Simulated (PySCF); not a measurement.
Species: C5H7F3O.
SMILES with atom numbers: `[CH3:1][C@@H:2]1[C@@H:3]([F:4])[C@H:5]1[O:6][CH:7]([F:8])[F:9]` (hydrogens: H10, H11, H12 on C1; H13 on C2; H14 on C3; H15 on C5; H16 on C7)

The geometry is computed with GFN2-xTB (gas phase).

Question: Give the optimised bond lengths and angles.

Answer: 
```tsv
bond	length (pm)	order
C1–C2	150.6	single
C2–C3	149.6	single
C3–F4	136.2	single
C3–C5	150.9	single
C5–O6	140.3	single
O6–C7	135.5	single
C7–F8	136.4	single
C7–F9	133.5	single
C2–C5	150.5	single
C1–H10, C1–H11, C1–H12	108.7	single
C2–H13	108.3	single
C3–H14	108.3	single
C5–H15	108.7	single
C7–H16	110.6	single
```

Bonds in one row agree within 1 pm and their mean is given. Orders are formal, as drawn. A selection of angles:
```tsv
angle	degrees
C1–C2–C3	120.8
C1–C2–C5	120.9
C3–C2–C5	60.4
C2–C3–F4	118.4
C2–C3–C5	60.1
F4–C3–C5	118.2
C3–C5–O6	119.7
C2–C5–C3	59.5
C2–C5–O6	116.8
C5–O6–C7	114.8
O6–C7–F8	111.1
O6–C7–F9	108.2
F8–C7–F9	106.2
```

Torsions: C1–C2–C3–F4 142° (anticlinal); C2–C3–C5–O6 -105° (anticlinal); C3–C5–O6–C7 -72° (synclinal); C5–O6–C7–F8 -68° (synclinal); C1–C2–C5–C3 110° (anticlinal).

The C–F distances run from 1.335 Å (C7–F9, drawn single) to 1.364 Å (C7–F8, drawn single), a spread of 0.029 Å. The 3-membered ring C2–C3–C5 has internal angles of 59.5° to 60.4°. Of the pairs four or more bonds apart, F4···H16 is among the closest relative to their van der Waals radii: 2.50 Å, 94 % of the sum of Bondi's values. The C–O distances run from 1.355 Å (O6–C7, drawn single) to 1.403 Å (C5–O6, drawn single), a spread of 0.048 Å.

Point group: C1 (no symmetry element, even within 0.4 Å). No GFN2-xTB frequencies stand behind this structure, so it isn't proved a minimum. One conformer, not necessarily the lowest.
